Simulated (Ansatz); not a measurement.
Reaction (formal exchange of groups at a Ge–F bond): `[OH][GeH]([OH])[F]` + `CF` → `[OH][GeH]([OH])[CH2]F` + H–F

Computed with Ansatz on PBE0-D4/def2-TZVP structures; ΔE is electronic, products minus reactants. CCSD(T)/CBS is the MP2 limit (def2-TZVPP, def2-QZVPP) plus CCSD(T) − MP2 in def2-TZVPP, frozen cores. This one scheme is used for every species. Functionals use def2-TZVPP. For Ge outer-core shells are correlated without core-valence functions, which leaves a few kJ/mol of doubt a bond. Scalar relativity is left out up to krypton. One conformer a species, not always the lowest.

`[OH][GeH]([OH])[F]`:

Cartesian coordinates in Å:
```
O 0.923 0.332 1.104
Ge -0.205 0.323 -0.244
O -1.383 -0.938 0.027
F 0.769 -0.058 -1.629
H 1.835 0.431 0.818
H -0.935 1.631 -0.513
H -1.003 -1.721 0.437
```

`CF`:

Z-matrix (Å, degrees):
```
C
F 1 1.376
H 1 1.092 2 109.1
H 1 1.092 2 109.1 3 -120.0
H 1 1.092 2 109.1 3 120.0
```

`[OH][GeH]([OH])[CH2]F`:

```xyz
10

O     1.076   -0.461    1.584
Ge    0.406   -0.467   -0.063
O    -1.019   -1.525   -0.107
C    -0.288    1.313   -0.518
F    -0.453    1.427   -1.889
H     0.393   -0.412    2.257
H     1.541   -0.974   -0.961
H    -0.803   -2.460   -0.085
H    -1.257    1.471   -0.036
H     0.406    2.088   -0.183
```

H–F:

Z-matrix (Å, degrees):
```
F
H 1 0.920
```

CCSD(T)/CBS gives +24.6 kcal/mol.

Q: Another level gave +25.5 kcal/mol. Which?
A. B2PLYP/def2-TZVPP
B. CCSD(T)/def2-TZVPP
C. PBE-D4/def2-TZVPP
D. HF/def2-TZVPP

A: B. CCSD(T)/def2-TZVPP 25.5, PBE-D4 23.9, B2PLYP 27.5, HF/def2-TZVPP 32.4 kcal/mol.

Largest T1 diagnostic among the species: 0.012.

The D4 term adds −1.5 kcal/mol with B3LYP and −0.8 kcal/mol with PBE0; it sums over pairs of atoms, weighted by their polarisabilities, and B3LYP, whose exchange is more repulsive, gets the larger term. In def2-TZVPP, CCSD(T) changes the Hartree–Fock value by −6.9 kcal/mol (the triples alone add −0.6 kcal/mol) and MP2 by −6.9 kcal/mol.

B3LYP here is the variant with VWN-RPA as its local correlation; programs differ in this.
